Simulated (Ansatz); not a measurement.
Input for Ansatz (an electronic-structure program): R-RI-MP2/aug-cc-pVQZ on N2 (SMILES N#N) with ghost functions, monomers drawn apart or pushed together. Files ending in .json are basis or fitting sets from the Basis Set Exchange.

Ansatz 0.2 input:
```yaml
crystal:
  periodic: [false, false, false]
  atoms:
    - {symbol: N, position_ang: [0.26799322, 0.00310618, 4.98215545]}
    - {symbol: N, position_ang: [0.14134172, -0.03681880, 3.90056370]}
basis:
  gaussian:
    orbitals: aug-cc-pVQZ
    fitting: {mean_field: def2-universal-JKFIT, correlation: aug-cc-pVQZ-RIFIT.json}
    ghost_atoms:
      - {symbol: F, position_ang: [-0.39062034, -0.20737798, -0.65063602]}
      - {symbol: H, position_ang: [-0.28308581, -0.17248773, 0.27056974]}
magnetization: {spin_polarized: false}
correlation: {method: mp2, electrons: outside_noble_gas}
scf: {lower_state_search: off}
```

The head of its log:

```
WARN ansatz: RAYON_NUM_THREADS=1 ignored (pool sized by the plan → 1); use --threads N
Functional definition: HF
these checks for a lower state are left out or cut short: stability, starts, cluster_reference, orbital_swaps, neighbouring_geometries, increment
integrals: 0.19 GiB planned
249 factors; integrals over basis functions are off by at most 2.0e0 eV
mean field: 0.36 GiB planned
mean field evaluation 1: about -2965.5219 eV, gradient 1.2e1 eV
mean field evaluation 2: about -2965.8268 eV, gradient 2.6e0 eV
mean field evaluation 4: about -2965.8482 eV, gradient 7.6e-2 eV
mean field -2965.84820275 eV, -108.9929111270 hartree, gradient 6.0e-7 eV, S^2 0.000000; 0 other end points of the search recorded, 0 dependent functions left out
2 core orbitals not correlated
584 factors; their error is unknown
reference -2965.84820275 eV, -108.9929111270 hartree; 5, 5 occupied and 279, 279 virtual orbitals, 584 factors
```

### Question
Predict the final total energy.

### Answer
-109.3925 hartree.
